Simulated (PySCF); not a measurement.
## SiI, MP2: how much the basis matters

PySCF, UHF reference; doublet, unpaired electrons π ↑; De to Si + I without counterpoise correction. Frozen cores follow the default of each basis and core potential.

| basis | relativity | functions | Re (Å) | ωe (cm⁻¹) | De (eV) | frozen orbitals |
| --- | --- | --- | --- | --- | --- | --- |
| cc-pV(D+d)Z/cc-pVDZ-PP | scalar-relativistic core potentials | 46 | 2.470 | 363 | 2.86 | 9 |
| x2c-SVPall | spin-free X2C | 54 | 2.463 | 365 | 2.90 | 23 |
| def2-TZVPP | scalar-relativistic core potentials | 92 | 2.432 | 370 | 3.24 | 9 |
| def2-TZVPPD | scalar-relativistic core potentials | 107 | 2.433 | 369 | 3.26 | 9 |

(1) How does each smaller set differ from the one with most functions, def2-TZVPPD?

Correlated steps freeze the inner cores (9 to 23 orbitals); shallow outer-core shells are correlated. Correlated levels converge slowly with the basis: in double zeta they bind strong bonds too weakly, by up to about 1 eV, and carry superposition errors of some tenths. These are scalar-relativistic numbers at best; spin–orbit coupling would shift them, the dissociation energy most. The state is the lowest determinant that a PBE0 search found; another state may lie lower at other levels.

Answers

(1) cc-pV(D+d)Z/cc-pVDZ-PP: +3.7 pm, -1.6 % in ωe, -0.40 eV in De; x2c-SVPall: +3.0 pm, -1.1 % in ωe, -0.36 eV in De; def2-TZVPP: -0.1 pm, +0.3 % in ωe, -0.02 eV in De. All at MP2; the set with most functions is neither the basis-set limit nor always the best. The rows treat relativity differently, so the differences are not basis effects alone.
